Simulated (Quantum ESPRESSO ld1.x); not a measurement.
Species: Tl2+. Configuration: [Xe] 4f14 5d10 6s1. Method: scalar-relativistic Kohn-Sham, PBE, spin-unpolarised, spherical densities, point nucleus; computed with ld1.x of Quantum ESPRESSO 7.5.

Unscreened Slater integrals over Kohn-Sham orbitals (cm^-1).

| integral | value |
|---|---|
| F0(6s,6s) | 86963 |
| F0(6s,5d) | 102490 |
| G2(6s,5d) | 23208 |
| F0(6s,5p) | 107390 |
| G1(6s,5p) | 8203.5 |
| F0(6s,4f) | 114090 |
| G3(6s,4f) | 3181.5 |
| F0(6s,5s) | 109010 |
| G0(6s,5s) | 4594.4 |
| F0(5d,5d) | 145810 |
| F2(5d,5d) | 75739 |
| F4(5d,5d) | 50298 |
| F0(5d,5p) | 165110 |
| F2(5d,5p) | 82313 |
| G1(5d,5p) | 99582 |
| G3(5d,5p) | 61782 |
| F0(5d,4f) | 188950 |
| F2(5d,4f) | 44445 |
| F4(5d,4f) | 20665 |
| G1(5d,4f) | 13597 |
| G3(5d,4f) | 13250 |
| G5(5d,4f) | 10733 |
| F0(5d,5s) | 171910 |
| G2(5d,5s) | 65696 |
| F0(5p,5p) | 195960 |
| F2(5p,5p) | 105640 |
| F0(5p,4f) | 241960 |
| F2(5p,4f) | 74593 |
| G2(5p,4f) | 26804 |
| G4(5p,4f) | 23133 |
| F0(5p,5s) | 208550 |
| G1(5p,5s) | 138890 |
| F0(4f,4f) | 428460 |
| F2(4f,4f) | 214630 |
| F4(4f,4f) | 137100 |
| F6(4f,4f) | 99361 |
| F0(4f,5s) | 270700 |
| G3(4f,5s) | 35349 |
| F0(5s,5s) | 224750 |
